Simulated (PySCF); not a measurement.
A calculated (wB97M-V, PySCF 2.14, x2c-QZVPPall, the spin-free X2C one-electron Hamiltonian (Gaussian nucleus)) atom or ion has these occupied shells.

```
shell  electrons  orbital energy (eV)  rms radius, mean of both spins (bohr)
   1s          2             -34412.3                                 0.0305
   2s          2              -5387.2                                  0.124
   2p          6              -4832.9                                  0.111
   3s          2              -1115.9                                  0.327
   3p          6              -935.28                                  0.327
   3d         10              -667.09                                  0.305
   4s          2              -208.20                                  0.761
   4p          6              -150.48                                  0.816
   4d         10              -65.534                                  0.947
   5s          2              -24.637                                   2.01
   5p          6              -11.743                                   2.48
```

Problem. Name the element and its charge.

Solution. Xe (xenon, neutral), in [Xe], closed-shell 1S.
